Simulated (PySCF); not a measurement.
Excitation energy of Se by level of theory

Se [Ar] 3d10 4s2 4p4 (3P) → Se [Ar] 3d10 4s1 4p5 (3P), as a difference of total energies. Computed with PySCF 2.14 in aug-cc-pVQZ-PP with one added diffuse shell each of s, p, d, f, g type with ECP10MDF (8s7p6d4f3g, 114 functions), with scalar relativity through the core potential. Correlated levels: valence: 3s2 3p6 3d10 frozen. The calculations carry no spin-orbit coupling.

```
           method  excitation energy (eV)
              UHF                  11.734
              LDA                  10.867
              PBE                  10.745
             PBE0                  11.022
           r2SCAN                  10.887
            HSE06                  11.045
            TPSSh                  10.857
          wB97X-V                  11.197
    MP2 (valence)                  10.840
SCS-MP2 (valence)                  10.730
```

Task: How much does correlation contribute at MP2 (valence)?

Result: 10.840 − (11.734) = -0.894 eV, measured against UHF.

The upper state lies above the first ionisation limit, where it may autoionise and the basis confines it.
